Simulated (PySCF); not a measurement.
# Relaxation of quartet IrH₃⁺

Level of theory: UPBE0 in PySCF with Ir def2-TZVP with ECP60, H def2-TZVP; scalar-relativistic core potentials, no spin–orbit coupling; density-fitted integrals. A (50,194) grid was used.

A start displaced from a saddle point along its imaginary mode, of Cs symmetry, held to at least that symmetry:

```xyz
4
charge 1 multiplicity 4, angstrom
Ir   -0.0017    0.0032   -0.0015
H     1.4571   -0.5961    0.0850
H    -0.8053    1.5207    0.1200
H    -0.3257   -1.5403    0.0850
```

Optimiser trace:
```json
{"step": "0", "E − E(last) (kJ/mol)": "99.26", "largest gradient (Eh/bohr)": "0.00905"}
{"step": "1", "E − E(last) (kJ/mol)": "87.22", "largest gradient (Eh/bohr)": "0.01225"}
{"step": "2", "E − E(last) (kJ/mol)": "82.39", "largest gradient (Eh/bohr)": "0.01017"}
{"step": "3", "E − E(last) (kJ/mol)": "71.54", "largest gradient (Eh/bohr)": "0.02172"}
{"step": "4", "E − E(last) (kJ/mol)": "33.53", "largest gradient (Eh/bohr)": "0.03410"}
{"step": "5", "E − E(last) (kJ/mol)": "28.06", "largest gradient (Eh/bohr)": "0.03986"}
{"step": "6", "E − E(last) (kJ/mol)": "10.24", "largest gradient (Eh/bohr)": "0.02056"}
{"step": "7", "E − E(last) (kJ/mol)": "3.16", "largest gradient (Eh/bohr)": "0.01040"}
{"step": "8", "E − E(last) (kJ/mol)": "0.68", "largest gradient (Eh/bohr)": "0.00222"}
{"step": "9", "E − E(last) (kJ/mol)": "0.18", "largest gradient (Eh/bohr)": "0.00156"}
{"step": "10", "E − E(last) (kJ/mol)": "0.05", "largest gradient (Eh/bohr)": "0.00075"}
{"step": "11", "E − E(last) (kJ/mol)": "0.02", "largest gradient (Eh/bohr)": "0.00057"}
{"step": "12", "E − E(last) (kJ/mol)": "0.00", "largest gradient (Eh/bohr)": "0.00025"}
{"step": "13", "E − E(last) (kJ/mol)": "0.00", "largest gradient (Eh/bohr)": "0.00005"}
```

It ends at Cs with H–H 0.806 Å, Ir–H 1.591 Å, Ir–H 1.927 Å (×2); H–H–Ir 77.9° (×2), H–Ir–H 24.1°, H–Ir–H 140.8° (×2). A frequency run shows a minimum. Other isomers or separated fragments may lie lower.

Open d and f shells are described by one determinant, and the ground state may have another occupation or spin. With an element this heavy the missing spin–orbit coupling can shift these numbers.
